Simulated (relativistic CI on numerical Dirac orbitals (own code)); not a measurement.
**Fe²⁺ in a cubic cluster: L2,3 absorption with charge transfer**

Computed with a charge-transfer multiplet model of a cubic metal-ligand cluster with up to 3 ligand holes, Slater and spin-orbit integrals from Dirac-Coulomb-Breit ions, Slater integrals scaled by 0.9. The ground state mixes d6 with configurations of k ligand holes L, whose averages lie at kΔ + k(k − 1)U_dd/2; a core hole lowers each added d electron by U_cd. 20 K, Lorentzian 0.4 eV and Gaussian 0.3 eV FWHM.

Atomic integrals in eV (Slater integrals scaled, ζ unscaled), ground: F2dd 9.813, F4dd 6.093, zeta_d 0.049; with the core hole: F2dd 10.545, F4dd 6.555, zeta_d 0.067, zeta_core 8.135, F2cd 6.142, G1cd 4.566, G3cd 2.594.

Cluster parameters (eV): U_dd = 6.9, U_cd = 7.7, 10Dq = 0.55, 10Dq(ligand) = 1.5, V(eg) = 1.55, V(t2g) = -0.81, final-state hopping factor = 0.8.

| Case | n_d | d6 | d7L | d8L2 | d9L3 | S |
| --- | --- | --- | --- | --- | --- | --- |
| Δ = 2.6 eV | 6.23 | 0.78 | 0.21 | 0.01 | 0.00 | 2.00 |
| Δ = 3.6 eV | 6.17 | 0.84 | 0.16 | 0.00 | 0.00 | 2.00 |
| Δ = 4.6 eV | 6.13 | 0.87 | 0.12 | 0.00 | 0.00 | 2.00 |
| Δ = 5.6 eV | 6.10 | 0.90 | 0.10 | 0.00 | 0.00 | 2.00 |
| Δ = 7.6 eV | 6.07 | 0.93 | 0.06 | 0.00 | 0.00 | 2.00 |

Weights, n_d and S are thermal averages at 20 K. Photon energies count from the first peak over 30 % of the highest in each spectrum, which can be another peak from case to case. The parameters are a model scan and need not match a compound or its usual spin state. Peaks in eV (height, largest 100):
- Δ = 2.6 eV: 0.0 (100), 2.1 (26), 11.5 (5), 12.7 (39), 15.2 (6)
- Δ = 3.6 eV: -1.1 (25), 0.0 (100), 2.5 (23), 11.6 (6), 12.8 (40), 15.6 (6)
- Δ = 4.6 eV: -1.1 (25), 0.0 (100), 0.8 (62), 1.1 (62), 2.7 (22), 11.6 (6), 12.9 (40), 15.8 (6)
- Δ = 5.6 eV: -1.2 (25), 0.0 (100), 1.1 (62), 2.8 (22), 12.9 (39), 15.9 (6)
- Δ = 7.6 eV: -1.2 (25), 0.0 (100), 1.2 (63), 2.9 (23), 4.5 (7), 12.9 (39), 16.0 (6)

Curve for Δ = 3.6 eV (points under 2 left out, the grid thinned):

(E (eV), Intensity): (-3.0, 2.2), (-2.7, 3.6), (-2.4, 7.4), (-2.0, 14.7), (-1.7, 19.3), (-1.4, 23.3), (-1.1, 25.4), (-0.7, 32.4), (-0.4, 55.6), (-0.1, 93.3), (0.2, 87.3), (0.6, 65.9), (0.9, 61.2), (1.2, 53.8), (1.5, 31.2), (1.8, 18.1), (2.2, 16.3), (2.5, 22.7), (2.8, 18.6), (3.1, 13.2), (3.5, 10.7), (3.8, 9.1), (4.1, 7.4), (4.4, 6.3), (4.7, 5.2), (5.1, 3.6), (5.4, 2.9), (5.7, 2.4), (11.0, 2.2), (11.4, 5.1), (11.7, 5.4), (12.0, 6.2), (12.3, 12.5), (12.6, 30.7), (13.0, 35.5), (13.3, 22.2), (13.6, 14.8), (13.9, 10.9), (14.3, 8.4), (14.6, 6.0), (14.9, 3.8), (15.2, 3.8), (15.6, 5.6), (15.9, 4.2), (16.2, 2.2)

For the case Δ = 4.6 eV, Δ = 4.6 eV is smaller than U_dd = 6.9 eV, the charge-transfer side of the Zaanen-Sawatzky-Allen scheme. With the core hole the configuration with one ligand hole lies at Δ + U_dd − U_cd = 1.8, 2.8, 3.8, 4.8, 6.8 eV from the one without, in the order of the table; where this is negative the screened configuration lies lower, though the effective hopping of about 1.9 eV (from the holes of the mixed ground state) mixes the two strongly wherever it is as large as the gap.
